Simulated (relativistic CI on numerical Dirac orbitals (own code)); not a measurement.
## Spin-allowed bands of a d3 ion in a tetrahedral site, by hand

Problem. Take Δ = 7220 cm⁻¹ and B = 420 cm⁻¹ for a d3 ion in a tetrahedral site. Calculate the three spin-allowed bands.

Working.
1. The terms of highest spin are 4F (energy 0) and 4P (15B = 6300 cm⁻¹). Here the F term splits into A2 at +1.2Δ = 8664, T2 at +0.2Δ = 1444 and T1 at −0.6Δ = -4332 cm⁻¹.
2. The two T1 states mix through the element 0.4Δ: H = [[-4332, 2888], [2888, 6300]], with roots ½(H₁₁ + H₂₂) ∓ ½√[(H₂₂ − H₁₁)² + 4H₁₂²] = ½(1968) ∓ ½(12100) = -5066 and 7034 cm⁻¹.
3. The ground term is 4T1 at -5066 cm⁻¹.
4. Bands: 4T2 6510 cm⁻¹ (1536 nm), 4T1(P) 12100 cm⁻¹ (826 nm), 4A2 13730 cm⁻¹ (728 nm).

Check. Exact diagonalisation of the whole d3 shell with these parameters gives 4T2 6510, 4T1 12100, 4A2 13730 cm⁻¹. The match is exact, since without spin-orbit coupling no other term has this spin. The ratio of the second band to the first, 1.859, depends on Δ/B = 17.2 alone, which is how a Tanabe-Sugano diagram is read.
